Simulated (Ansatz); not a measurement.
Computed with Ansatz on PBE0-D4/def2-TZVP structures; ΔE is electronic, products minus reactants. CCSD(T)/CBS is the MP2 limit (def2-TZVPP, def2-QZVPP) plus CCSD(T) − MP2 in def2-TZVPP, frozen cores. DFT in def2-TZVPP. B3LYP here is the variant with VWN-RPA as its local correlation; programs differ in this. Elements past krypton have def2 core potentials. For Sn outer-core shells are correlated without core-valence functions, which leaves a few kJ/mol of doubt a bond. One conformer a species, not always the lowest.

`[OH][SnH]([F])[F]` + `CC[Si]OC` → `C[O][Sn]([OH])([F])[F]` + `CC[SiH]`  (redistribution)

```tsv
level	ΔE (eV)
r2SCAN-D4	1.45
B3LYP-D4	1.47
CAM-B3LYP-D4	1.51
r2SCAN	1.45
BHLYP	1.46
RPA@PBE/def2-TZVPP	1.32
HF/def2-SVP	1.33
SCS-MP2/def2-QZVPP	1.37
```

What does CCSD(T)/CBS give? (Estimate.)

Ansatz gave: +1.36 eV. The listed levels differ from it by 0.09, 0.11, 0.15, 0.09, 0.10, -0.04, -0.03, 0.01 eV.

What do rigid-rotor, harmonic-oscillator terms from PBE0-D4/def2-TZVP frequencies (298.15 K, 1 bar) make of the CCSD(T)/CBS value? (Best estimate.)

The calculation gave: ΔZPE = -0.05 eV, ΔH = +1.34 eV, ΔS = 15 J/(mol·K), ΔG = +1.29 eV. Modes under 50 cm⁻¹ make the entropy rough.

Largest T1 diagnostic among the species: 0.015.

Leaving LDA and LC-ωPBE aside and taking each functional with its dispersion term where it has one, the values, not all of them listed here, spread over 0.10 eV, from revPBE-D4 to CAM-B3LYP-D4. LDA lies +0.21 eV from PBE without D4. At CCSD(T), def2-SVP lies −0.07 eV from the extrapolated value and def2-TZVPP +0.03 eV. From BLYP to BHLYP (50 % exact exchange), in def2-TZVPP and without D4, ΔE moves by +0.06 eV.
